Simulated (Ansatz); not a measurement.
Abridged output of a molecular run in Ansatz:

```
Functional definition: HF
1063 factors; integrals over basis functions are off by at most 1.1e-3 eV
mean field evaluation 1: about -29643.0819 eV, gradient 6.1e1 eV
mean field evaluation 2: about -29643.2023 eV, gradient 6.1e1 eV
mean field evaluation 4: about -29651.3256 eV, gradient 6.4e0 eV
mean field evaluation 8: about -29651.4712 eV, gradient 7.9e-1 eV
mean field evaluation 16: about -29651.4742 eV, gradient 2.0e-6 eV
mean field -29651.47416493 eV, -1089.6715770702 hartree, gradient 2.0e-6 eV, S^2 0.000000; 0 other end points of the search recorded, 0 dependent functions left out
12 core orbitals not correlated: weight in the atoms' cores, before any rotation towards them, 1.000 or more for the frozen orbitals, at most 0.000 for the correlated occupied ones
reference -29651.47416493 eV, -1089.6715770702 hartree; 20, 20 occupied and 79, 79 virtual orbitals, 1063 factors
second order -24.68394597 eV of doubles, -0.00000000 eV of singles
cycle   1  -23.58180594 eV  change     1.1e0 eV  update   2.3e-1
cycle   2  -24.56314262 eV  change   -9.8e-1 eV  update   1.4e-1
cycle   3  -24.80750001 eV  change   -2.4e-1 eV  update   3.6e-2
cycle   4  -24.81923774 eV  change   -1.2e-2 eV  update   1.3e-2
cycle   5  -24.80629361 eV  change    1.3e-2 eV  update   3.6e-3
cycle   6  -24.80799359 eV  change   -1.7e-3 eV  update   1.5e-3
cycle   7  -24.80730341 eV  change    6.9e-4 eV  update   6.6e-4
cycle   8  -24.80711966 eV  change    1.8e-4 eV  update   2.4e-4
cycle   9  -24.80734039 eV  change   -2.2e-4 eV  update   1.0e-4
cycle  10  -24.80733488 eV  change    5.5e-6 eV  update   4.2e-5
perturbative correction -1.00028008 eV, -0.0367596148 hartree
Total energy: -29677.28177989 eV, -1090.6199894270 hartree
```

Its atoms:

```xyz
8

C     0.1087    0.8048   -0.8086
Ta   -0.0444   -0.6820    0.7116
O     1.4823   -0.6003    1.4656
Cl   -1.6801   -0.0225    2.1792
Cl   -0.3031   -2.7165   -0.3170
H    -0.8182    0.8677   -1.3879
H     0.3173    1.7811   -0.3593
H     0.9375    0.5677   -1.4836
```

Task: Which basis set was used?
A. def2-SVP
B. cc-pV(Q+d)Z
C. def2-QZVPP
D. cc-pV(T+d)Z

Result: A. It gives 111 functions.

Task: Write the keys of the input that set method, charge and spin (a neutral closed shell needs none for the last two).

Result: 
```yaml
correlation: {method: ccsd_t}
```
